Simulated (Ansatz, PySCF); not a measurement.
Process, species as SMILES: C#CO + C (CH4) → C#C (C2H2) + CO (CH4O) [methanol]
Geometries: B3LYP-D3(BJ)/def2-TZVP minima from Ansatz (a program for electronic structure).
Geometry of the first species:
```xyz
5

C      1.3080    -0.1153    -0.1364
C      0.1216    -0.0059    -0.0156
O     -1.1689     0.1846     0.0722
H      2.3584    -0.2191    -0.2392
H     -1.5848    -0.5301     0.5735
```

Property: bond separation energy (enthalpy at 298 K, with B3LYP-D3(BJ) rigid-rotor harmonic-oscillator terms from PySCF), in kcal/mol. Valence correlation only, unless marked. Spin-orbit coupling is left out. No relativistic terms. FCI takes restricted orbitals. CBS marks a two-point X^-3 extrapolation of the correlation energy; Hartree-Fock from the larger set. [CCSD(T)-MP2]/basis is that difference in the basis named.

From measured enthalpies of formation at 298 K: 2.3 kcal/mol (C#CO 22.2, ATcT 1.112; C#C (C2H2) 54.6, ATcT 1.112; C (CH4) -17.8, ATcT 1.112; CO (CH4O) -48.0, ATcT 1.112). It holds spin-orbit effects, which the calculations lack, and core correlation, which the frozen-core levels lack.

| level | program | bond separation energy (kcal/mol) | error against measurement |
|---|---|---|---|
| HF/cc-pVDZ | Ansatz | 3.4 | 1.1 |
| BP86-D3(BJ)/def2-TZVPD | PySCF + dftd3 | 5.5 | 3.2 |
| BP86/def2-TZVPD | PySCF | 5.5 | 3.2 |
| B3LYP-D4/def2-TZVPD | Ansatz + dftd4 | 4.1 | 1.8 |
| PBE0/def2-SVP | Ansatz | 9.2 | 6.9 |
| PBE0/def2-TZVP | Ansatz | 6.2 | 3.9 |
| BHLYP-D4/def2-TZVPD | Ansatz + dftd4 | 3.4 | 1.1 |
| TPSSh/def2-TZVPD | PySCF | 4.1 | 1.8 |
| PW6B95-D4/def2-TZVPD | PySCF + dftd4 | 4.9 | 2.6 |
| CAM-B3LYP-D4/def2-TZVPD | Ansatz + dftd4 | 3.9 | 1.6 |
| B2GP-PLYP-D3(BJ)/def2-TZVPD | Ansatz + dftd3 | 3.0 | 0.7 |
| PBE-QIDH/def2-TZVPD | Ansatz | 4.3 | 2.0 |
| RI-MP2/aug-cc-pVTZ | Ansatz | 2.3 | 0.0 |
| RI-MP2/cc-pVTZ | Ansatz | 3.8 | 1.5 |
| RI-MP2/cc-pVQZ | Ansatz | 3.0 | 0.7 |
| SCS-MP2/cc-pVDZ | Ansatz | 4.6 | 2.3 |
| CCSD(T)/6-31G | Ansatz | -1.1 | -3.4 |
| FCI/STO-3G | Ansatz | 7.1 | 4.8 |
| RI-MP2/CBS(cc-pVTZ,cc-pVQZ)+[CCSD(T)-MP2]/cc-pVDZ | Ansatz | 1.8 | -0.5 |
| RI-MP2/CBS(aug-cc-pVTZ,aug-cc-pVQZ)+[CCSD(T)-MP2]/aug-cc-pVTZ | Ansatz | 1.8 | -0.5 |
| CCSD(T)/CBS(cc-pVTZ,cc-pVQZ) | Ansatz | 2.2 | -0.1 |
